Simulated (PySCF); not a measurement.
Computed properties of 3-bromobuta-1,2-diene (C4H5Br), SMILES C=C=C(C)Br

3-bromobuta-1,2-diene (C4H5Br), SMILES C(=C)=C(Br)C. Geometry optimised at B3LYP-D3(BJ)/def2-SVP. The values are those of a single conformer. All values are computed for the isolated molecule unless a solvent is named; none is compared with measurement here.

**Structure.** The optimised structure has Cs symmetry. All 24 harmonic modes at B3LYP-D3(BJ)/def2-SVP (PySCF) are real, so it is a minimum. With heavy atoms numbered as in [CH2:1]=[C:2]=[C:3]([CH3:4])[Br:5], the shortest bond between them is C2–C3 at 1.307 Å and the longest C3–Br5 at 1.934 Å.

**Vibrations.** The strongest infrared lines (harmonic, unscaled, degenerate partners summed) lie at 1079 cm⁻¹ (68 km/mol, C 56 %, H 44 %), 889 cm⁻¹ (35 km/mol, H 73 %, C 27 %), 609 cm⁻¹ (30 km/mol, C 86 %, H 14 %). The softest mode is at 150 cm⁻¹ and the zero-point energy is 46.6 kcal/mol.

**Electronic structure.** CAM-B3LYP/def2-TZVP (PySCF) places the frontier levels at -8.37 and 0.06 eV, a gap of 8.43 eV, and gives a dipole moment of 1.83 D and a mean polarisability of 72.0 bohr³. PBE/def2-TZVP (PySCF) at the same geometry gives -5.93 and -2.02 eV, so its gap is 4.52 eV narrower. An orbital gap is neither the optical nor the fundamental gap.

**Excitations.** TDA-M06-2X/def2-SVPD (PySCF) has S1 at 4.40 eV (282 nm, f = 0.000, dark); the most intense of the 10 singlets computed lies at 7.30 eV (f = 0.76). T1 (TDA) is at 4.07 eV, 0.33 eV under S1. TDA-PBE/def2-SVPD (PySCF) puts S1 at 4.05 eV. No vertical singlet excitation falls in the visible range (under 3.1 eV).

**NMR.** GIAO shifts at HF/pcSseg-1 (PySCF) (non-relativistic, atoms alike by connectivity averaged): ¹³C from 27.2 to 226.3 ppm against TMS; ¹H from 2.5 to 5.6 ppm against TMS. Without spin–orbit terms, shifts of atoms bonded to Cl or Br come out too high.
